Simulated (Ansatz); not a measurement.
BFH$_{4}$OSSi, SMILES `FB(S)O[SiH3]`, relaxed with RKS PBE0-D4/def2-TZVP in Ansatz 0.2.0 from a GFN2-xTB geometry. The force threshold is 0.005 eV/Å; the program also tests the step.

Total charge 0; spin multiplicity 1.

Start:

```xyz
9

F    -1.683    0.787    0.764
B    -0.361    0.880    0.553
S     0.471    2.378    1.126
O     0.289   -0.079   -0.049
Si    0.435   -1.487   -0.857
H    -0.613    2.968    1.612
H    -0.877   -2.117   -1.005
H     1.002   -1.072   -2.137
H     1.337   -2.258   -0.007
```

```csv
step,energy (eV),largest force (eV/Å),largest move (Å)
1,-24213.2375,1.161,0.000
2,-24213.3235,0.722,0.087
3,-24213.3312,0.354,0.031
4,-24213.3386,0.198,0.043
5,-24213.3538,0.422,0.171
6,-24213.3624,0.420,0.062
7,-24213.3653,0.149,0.021
8,-24213.3658,0.021,0.006
9,-24213.3659,0.004,0.004
10,-24213.3659,0.009,0.005
11,-24213.3659,0.000,0.001
```

End:

```xyz
9

F    -1.591    0.665    0.614
B    -0.284    0.914    0.527
S     0.397    2.443    1.217
O     0.545    0.042   -0.068
Si    0.439   -1.428   -0.823
H    -0.782    2.910    1.658
H    -0.963   -1.910   -0.840
H     0.941   -1.259   -2.206
H     1.299   -2.377   -0.079
```

Hardware: 2 threads of an AMD EPYC 7R13 on a shared host and a share of an NVIDIA H100 80 GB. Wall time 22 s, peak host memory 0.92 GiB.
